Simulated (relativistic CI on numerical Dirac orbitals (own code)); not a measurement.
Os⁷⁺: N6,7 absorption edge

Computed with this model: Dirac-Coulomb-Breit CI, KLI orbitals optimised for each configuration, QED by a radiative potential, valence Slater integrals scaled by 0.8, multiplet model of core-to-valence dipole absorption; configurations [Xe] 4f14 5d → [Xe] 4f13 5d2; 10 K; Lorentzian 0.3 eV and Gaussian 0.3 eV FWHM. Energies are those of the free ion, without screening or charge transfer. The branching ratio is the share of the lower-energy edge in the whole absorption, uncertain by about 0.02 where the edges overlap. S is read from ⟨S²⟩ = S(S + 1).

Field parameters in Wybourne normalisation: D4h B²₀ = −7Ds, B⁴₀ = 21(Dq − Dt), B⁴₄ = 21√(5/14) Dq; Td as Oh with Dq negative (B⁴₀ = 21Dq, B⁴₄ = √(5/14) B⁴₀). The field is a parameter set, without covalency.

Computed curve for D4h, 10Dq = 32050, Ds = 850, Dt = 10 cm⁻¹, scaled to 100 at the maximum (points under 2 are left out and the grid is thinned):

Energy (eV), Intensity and a bar:
```
     55.9        2.6 
     56.2        6.2 #
     56.5       14.3 ####
     56.8        9.6 ##
     57.1        4.7 #
     57.4        6.9 #
     57.7       11.8 ###
     57.9       14.9 ####
     58.2       20.9 ######
     58.5       12.4 ###
     58.8       11.4 ###
     59.1       18.9 #####
     59.4       32.8 ##########
     59.7       70.5 #####################
     60.0       53.3 ################
     60.3       23.8 #######
     60.6       23.5 #######
     60.9       33.0 ##########
     61.2       48.3 ##############
     61.5       70.1 #####################
     61.7       83.2 #########################
     62.0       96.4 #############################
     62.3       84.0 #########################
     62.6       49.2 ###############
     62.9       33.4 ##########
     63.2       34.8 ##########
     63.5       50.6 ###############
     63.8       87.6 ###########################
     64.1       98.7 ##############################
     64.4       61.2 ##################
     64.7       43.6 #############
     65.0       38.0 ###########
     65.3       21.7 ######
     65.5       16.3 ####
     65.8       10.8 ###
     66.1        7.2 ##
     66.4        4.5 #
     66.7        3.1 
     67.0        2.6 
     67.3        2.1
```

The ground state has S = 0.50, and the centroid lies at 62.08 eV.
